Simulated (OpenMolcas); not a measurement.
## Levels of Mo+ by method

```json
{"Program": "OpenMolcas", "Basis": "ANO-RCC-VTZP [7s6p4d2f1g]", "Scalar Hamiltonian": "DKH2, point nucleus", "Active space": "5 electrons in 11 orbitals (4d 5s 5d)", "State averaging": "2S+1 = 6 even, 6 roots; 2S+1 = 4 even, 17 roots kept (CI in the orbitals of an earlier block)", "Spin-orbit coupling": "state interaction with AMFI integrals over the reference wave functions, term energies averaged over their components"}
```

Methods on the same reference wave functions:
A. CASSCF
B. SS-CASPT2, IPEA 0.25 Eh, imaginary shift 0.1 Eh (closed shells correlated: 4s 4p)

Energies in cm-1 above 4d5 6S 5/2, the measured ground level; measured values from NIST Handbook of Basic Atomic Spectroscopic Data.

| Level | A | B | Measured |
| --- | --- | --- | --- |
| 4d5 6S 5/2 | 0.0 | 0.0 | 0.0 |
| 4d4 5s 6D 1/2 | 12265 | 12130 | 11783 |
| 4d4 5s 6D 3/2 | 12478 | 12350 | 12034 |
| 4d4 5s 6D 5/2 | 12830 | 12700 | 12417 |
| 4d4 5s 6D 7/2 | 13317 | 13190 | 12900 |
| 4d4 5s 6D 9/2 | 13930 | 13810 | 13461 |
| 4d5 4G 5/2 | 19416 | 16920 | 15199 |
| 4d5 4G 7/2 | 19455 | 16960 | 15331 |
| 4d5 4G 9/2 | 19505 | 17010 | 15428 |
| 4d5 4G 11/2 | 19566 | 17070 | 15447 |
| 4d5 4D 3/2 [56 %] | 19777 | 17140 |  |
| 4d5 4D 1/2 [60 %] | 19920 | 17290 |  |
| 4d5 4D 5/2 [58 %] | 19960 | 17330 |  |
| 4d5 4P 1/2 [60 %] | 20690 | 18060 |  |
| 4d5 4D 7/2 | 20963 | 18340 |  |
| 4d5 4P 3/2 [55 %] | 21135 | 18500 |  |
| 4d5 4P 5/2 [57 %] | 21522 | 18890 |  |

Deviations, from unrounded energies. A percentage is the sum of absolute deviations over the sum of measured energies, with the sign that they share, or ± where signs differ.

| Against measurement | Levels | A | B |
| --- | --- | --- | --- |
| mean absolute deviation (cm-1) | 9 | 2100 | 910 |
| other terms of the ground configuration (%) | 4 | +26.9 | +10.7 |
| other configurations (%) | 5 | +3.6 | +2.5 |

B lies closest to measurement on these levels. The largest miss of B in the table is 4d5 4G 5/2, by +1700 cm-1. The ranking rests on the paired levels alone, and a cruder setting can come out closer through cancelling errors.

From A to B the spin-free energies of the other terms of 4d5 shown, above 6S, scale by a factor of 0.87, as is usual when dynamic correlation screens the repulsion within a d or f shell.

The lowest spin-free term lies below A's lowest term by 0.352 hartree in B.

Term energies are means over components that CASPT2 splits; among the terms shown or strongly mixed into the levels shown the widest spread is 110 cm-1 (4d4 5s 6D, B). Terms from blocks run as CI alone lack orbitals of their own. Active for correlation alone: 5d; no level in the range computed is led by a configuration that fills it, so any true level of that kind is missing. Without dynamic correlation excited terms often stand tens of per cent too high (terms of higher spin than the ground term too low), and those without a measured partner can miss by more than the paired ones (holds for A). Computed and measured levels are paired by configuration, term and J; levels that our copy of the source lacks, or whose pairing is in doubt (as where it misses far off the trend of its configuration), stay unpaired and out of the deviations. Only configurations of the active space appear.

A share in square brackets marks a mixed level and gives the weight of the term that names it, the lowest over the columns.
